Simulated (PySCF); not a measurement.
# Correlation energy of S³⁺ (sulfur, charge +3)

[Ne] 3s2 3p1, 2P determinant. Computed with PySCF 2.14 in aug-cc-pCVTZ-DK (8s7p5d3f, 75 functions), with the spin-free X2C one-electron Hamiltonian (Gaussian nucleus). Frozen: [Ne]; 3 electrons correlated.

MP2 pair energies summed by pair of shells (mhartree):

```
 pair  energy  share (%)
3s-3s  -27.79       54.5
3s-3p  -23.21       45.5
```

Total MP2 correlation energy: -51.00 mhartree.

Same-spin part -3.21 and opposite-spin part -47.79 mhartree; SCS-MP2 scales them by 1/3 and 6/5 to -58.42 mhartree.
